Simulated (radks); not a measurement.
The numbers below are computed, except where a source is named.
Ionisation of Ne, [Ne], to Ne+, [He] 2s2 2p5, under several functionals. Non-relativistic Kohn-Sham, spin-polarised, spherical densities, point nucleus; open shells are filled with parallel spins first; a radial shooting solver on a logarithmic mesh with Libxc functionals.

| functional | E(Ne) (hartree) | Exc (hartree) | IE (eV) | -e(HOMO) (eV) | <r> HOMO (bohr) | IE error (eV) |
|---|---|---|---|---|---|---|
| revTPSS | -128.92420 | -12.43953 | 22.034 | 13.442 | 0.9804 | +0.469 |
| exchange-only B88 | -128.59009 | -12.08629 | 20.890 | 12.371 | 0.9863 | -0.674 |
| SCAN | -128.95271 | -12.48902 | 22.508 | 13.993 | 0.9733 | +0.944 |
| RPBE | -128.95809 | -12.47032 | 21.916 | 13.287 | 0.9823 | +0.352 |
| B86b exchange with PBE correlation | -128.95040 | -12.46314 | 22.030 | 13.383 | 0.9809 | +0.466 |
| LDA (Slater exchange, VWN5 correlation) | -128.23348 | -11.71043 | 22.187 | 13.552 | 0.9815 | +0.623 |
| LDA (Slater exchange, Perdew-Zunger correlation) | -128.22728 | -11.70347 | 22.195 | 13.545 | 0.9817 | +0.630 |
| PW91 | -128.94658 | -12.45991 | 22.099 | 13.449 | 0.9808 | +0.535 |
| exchange-only LDA | -127.49074 | -10.93709 | 20.508 | 12.056 | 0.9898 | -1.057 |
| OLYP | -128.95674 | -12.48402 | 21.969 | 13.372 | 0.9800 | +0.405 |
| HCTH/407 | -128.95686 | -12.49241 | 22.344 | 13.743 | 0.9753 | +0.779 |
| r2SCAN | -128.93484 | -12.46754 | 22.502 | 13.982 | 0.9738 | +0.938 |

NIST Atomic Spectra Database: 21.565 eV (measured). Closest: RPBE. The Delta-SCF values span 2.00 eV, the total energies 1.47 hartree. The highest occupied level is 2p. Open shells are spherical and high-spin; term and fine-structure splittings are not resolved.
